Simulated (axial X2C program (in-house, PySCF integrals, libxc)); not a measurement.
**Worked dissociation energy of CuB: PBE0, 2c**

Calculated with an in-house relativistic program for diatomic molecules. Two-component (2c) means X2C with spin–orbit coupling and atomic mean-field two-electron Coulomb and Gaunt terms. Basis: Cu dyall-cv3z [9s9p6d3f2g], B dyall-v3z [7s6p2d1f] (cores contracted in-house); Gaussian nuclei, density fitting, unrestricted open shells. Masses: Cu 62.930 u, B 11.009 u.

Molecular state: Ω = 0 (closed shell).

- E(Cu) (2M_J = 1): -1654.088409 hartree
- E(B) (2M_J = 1): -24.625863 hartree
- E(CuB) at Re: -1678.799852 hartree
- ωe: 544.3 cm⁻¹
- ωexe: 3.6 cm⁻¹

Task: Work out De and D0.

Result: De = -1654.088409 + (-24.625863) − (-1678.799852) = 0.08558 hartree = 2.329 eV. The zero-point energy is ωe/2 − ωexe/4 = 271 cm⁻¹ = 0.034 eV, so D0 = 2.295 eV.

The state is a single determinant with fixed occupations, the lowest that a limited PBE0 search found. Closed shells are restricted here (equal orbitals for both partners); the stretched side of such a curve lies too high. Dissociation energies refer to the lowest single-determinant-based atoms at the same level and basis. The 2c atoms are single determinants rather than J levels; their spin–orbit lowering is only partly caught, and De is too large by that part. This holds for PBE0. Without a current term, density functionals place determinants with orbital angular momentum somewhat too high.

Each atomic determinant is the lowest at this level and need not be a pure J level. Totals compare only within one Hamiltonian and basis.
